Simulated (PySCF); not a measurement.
Computed NMR parameters against published values

Bonds (- single, = double, # triple, : aromatic): S1-C2 1.833 Å, C2-C3 1.478 Å, C3:C4 1.366 Å, C4:C5 1.430 Å, C5:C6 1.362 Å, C6:O7 1.350 Å, O7:C3 1.354 Å. S1 carries H8; C2 carries H9, H10; C4 carries H11; C5 carries H12; C6 carries H13.

Published estimates (parent shift plus substituent increments) and measurements: δ 1H H13 7.33; H12 6.29; H11 6.16 ppm (estimated from measurements, as parent shift plus tabulated substituent increment; solution, not stated per compound (mostly CDCl3 or CCl4); Pretsch, Buehlmann, Badertscher, Structure Determination of Organic Compounds, 4th ed. (2009)).

Computational details: σ from GIAO-CAM-B3LYP/pcSseg-2, PBE0-D3(BJ)/def2-SVP geometry, in PySCF 2.14.0 with density-fitted response routines (relativity neglected, no solvent model, one averaged value for each set of equivalent atoms, single conformer).

(1) Set the calculated values beside the experiment.

(2) How far are the unscaled 1H shifts from the references?

## Answers

(1) 
Reference values: estimated from measurements, as parent shift plus tabulated substituent increment (solution, not stated per compound (mostly CDCl3 or CCl4); Pretsch, Buehlmann, Badertscher, Structure Determination of Organic Compounds, 4th ed. (2009)).
```tsv
atoms	quantity	reference	computed
H13	δ 1H	7.33	7.47
H12	δ 1H	6.29	6.54
H11	δ 1H	6.16	6.30
```

Computed shifts are σ(ref) − σ with the named reference compound (TMS for H and C) calculated as an isolated molecule at the same level.

(2) Mean signed difference +0.18 ppm, mean absolute 0.18 ppm over 3 comparisons; the largest is +0.25 ppm at H12 (hydrogen on an aromatic CH).
